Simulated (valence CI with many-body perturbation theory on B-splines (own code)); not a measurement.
# Nd46+ in brief

Method: relativistic CI+MBPT: four valence electrons over a frozen Dirac-Fock core [Ne], radial functions for each j: 11 s, 11 p, 10 d, 8 f, 5 g, 2 h, with the one-electron correlation potential Σ1, the two-electron term Σ2, the three-electron term Σ3, Breit, model QED; selected CI, second order for the rest, scaled by the run's own slope (own B-spline code, finite nucleus).

The last digits are not significant, and no measured levels were compared; by estimate large intervals hold to a few tenths of a per cent, small ones and those within an open d or f shell to about a per cent. Among the levels kept, up to 590 cm⁻¹ of a level comes from second order outside the variational space, and about a tenth of that is noise between levels of different J, which matters for small intervals.

Levels are named by their leading jj configuration (3d3/2^4 stands for four electrons in 3d with j = 3/2), which in mixed levels can hold well under half, so a name can repeat and another be missing.

Rates and lifetimes use the calculated energies. Strong lines usually hold to 10 to 20 %, long lifetimes can be off by a factor of two.

Question: What is the ground level?

Answer: (3s^2 3p1/2^2) J=0, composition 71 % 3s²3p² ³P + 28 % 3s²3p² ¹S.

Question: Name the longest-lived excited levels whose lifetime is computed, and their main decay.

Answer: (3s^2 3p1/2 3p3/2) J=2 at 9.693 Ry lives 11.6 μs, mostly by E2 to (3s^2 3p1/2^2) J=0; (3s^2 3p3/2 3d5/2) J=4 at 33.654 Ry lives 94.5 ns, mostly by M1 to (3s^2 3p1/2 3d5/2) J=3; (3s^2 3p1/2 3p3/2) J=1 at 9.155 Ry lives 77.8 ns, mostly by M1 to (3s^2 3p1/2^2) J=0.

Question: How well does LS coupling describe the low levels?

Answer: Among the lowest 20 levels the leading LS term, summed over configurations, holds 58 % on average. For single configurations the figures are 56 % in LS and 90 % in jj coupling. Terms mix most in the J = 2 level at 30.972 Ry, where the leading one holds 28 %.

Question: What is the ionisation energy?

Answer: 3892.8 eV; NIST lists 3891 ± 4 eV (theoretical).

Question: Among levels below 65.351 Ry, which E1 lines absorb most strongly from the ground level?

Answer: to (3s^2 3p1/2 3d3/2) J=1 at 3.820 nm, f = 0.695; to (3s 3p1/2^2 3p3/2) J=1 at 4.635 nm, f = 0.159; to (3s 3p1/2 3p3/2^2) J=1 at 3.108 nm, f = 0.00135.
